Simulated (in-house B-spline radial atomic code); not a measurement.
Configurations of neutral rhenium, with energies counted from [Xe] 4f14 (5d3/2)4 (5d5/2)1 6s2. All numbers are computed (Dirac-Hartree-Fock, average of each configuration as written; Fermi nucleus of rms radius 5.3698 fm) with an all-electron radial atomic-structure program (B-spline basis), not measured. Energies include first-order Breit, QED and recoil terms.

Occupations are held fixed; configurations that lie above the ionisation limit could autoionise.

```
                                        configuration  E - E(ref) (eV)  highest orbital  its <r> (bohr)
                      [Xe] 4f14 (5d3/2)1 (5d5/2)5 6s1           3.3126            6s1/2           3.403
                      [Xe] 4f14 (5d5/2)5 6s1 (7g9/2)1           9.8672            7g9/2            63.5
                  [Xe] 4f14 (5d3/2)1 (5d5/2)3 6s2 9s1            10.29            9s1/2           29.63
                      [Xe] 4f14 (5d5/2)4 6s2 (6g7/2)1           11.138            6g7/2              44
[Xe] (4f5/2)5 (4f7/2)8 (5d3/2)3 (5d5/2)2 6s2 (8f7/2)1           51.706            8f7/2           67.35
         [Xe] (4f5/2)6 (4f7/2)7 (5d5/2)5 6s2 (6g9/2)1           51.747            6g9/2              44
```

Problem. Order these further configurations by energy, lowest first.
A. [Xe] 4f14 (5d3/2)3 (5d5/2)2 6s2
B. [Xe] 4f14 (5d5/2)5 6s1 (9d3/2)1
C. [Xe] 4f14 (5d3/2)4 (5d5/2)1 6s1 (10p3/2)1
D. [Xe] (4f5/2)6 (4f7/2)7 (5d3/2)4 (5d5/2)1 6s2 7s1
E. [Xe] 4f14 (5d3/2)2 (5d5/2)3 6s2

Solution. A (1.0876 eV), E (1.9328 eV), C (6.7504 eV), B (9.7823 eV), D (45.535 eV).

Problem. How far above the reference does [Xe] 4f14 (5d3/2)3 (5d5/2)1 6s2 (7f7/2)1 lie?

Solution. 8.7531 eV; its least bound orbital is 7f7/2 with <r> = 47.87 bohr.
